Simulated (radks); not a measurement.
The numbers below are computed, except where a source is named.
Task: The mean radii <r> (bohr) of the occupied orbitals of an atom or ion are listed with their occupations. Code: a radial shooting solver on a logarithmic mesh with Libxc functionals. Model: non-relativistic Kohn-Sham, LDA (Slater exchange, Perdew-Wang correlation), spin-unpolarised, spherical densities, point nucleus.

orbital  occ.      <r>
1s          2  0.03242
2s          2   0.1402
2p          6   0.1197
3s          2   0.3664
3p          6   0.3551
3d          7   0.3204

Name the element and its charge.

Result: Z = 47, silver, charge +22: Ag22+ in [Ar] 3d7. The 1s radius gives Z: for a bare nucleus <r> = 1.5/Z, 0.03191 bohr for Z = 47, and screening makes it slightly larger (0.03242 here). The occupations add up to 25, and the charge is Z minus that.
